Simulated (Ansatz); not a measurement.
The cluster TaO₂. Total charge 0; doublet. Geometry PBE0-D4/def2-TZVP, basis def2-TZVP, Ansatz.

```xyz
3

Ta    0.069    0.686   -0.082
O    -0.431   -0.148    1.336
O     0.362   -0.538   -1.253
```

```csv
run,HOMO (eV),LUMO (eV)
A,-7.55,-3.08
B,-6.96,-3.18
C,-5.63,-4.24
D,-6.26,-3.82
E,-6.66,-3.46
F,-5.49,-4.36
```

In the def2 sets Ta takes a core potential; there is no spin–orbit coupling. HSE06 is defined as in plane-wave codes, on full-range PBE exchange. The structure comes from a short search, and lower isomers may exist.

HOMO and LUMO are taken over both spins.

Q: The runs used BHLYP, BLYP, HSE06, PBE, PBE0, r2SCAN0. Estimate which is which.

A: A BHLYP (50 % exact exchange); B r2SCAN0 (25 % exact exchange); C PBE (0 % exact exchange); D HSE06 (range-separated); E PBE0 (25 % exact exchange); F BLYP (0 % exact exchange). Exact exchange lowers occupied and raises empty levels; among semilocal functionals meta-GGAs tend to open the gap a little, and such runs are hard to tell apart. The gap grows from 1.13 eV (BLYP) to 4.47 eV (BHLYP).
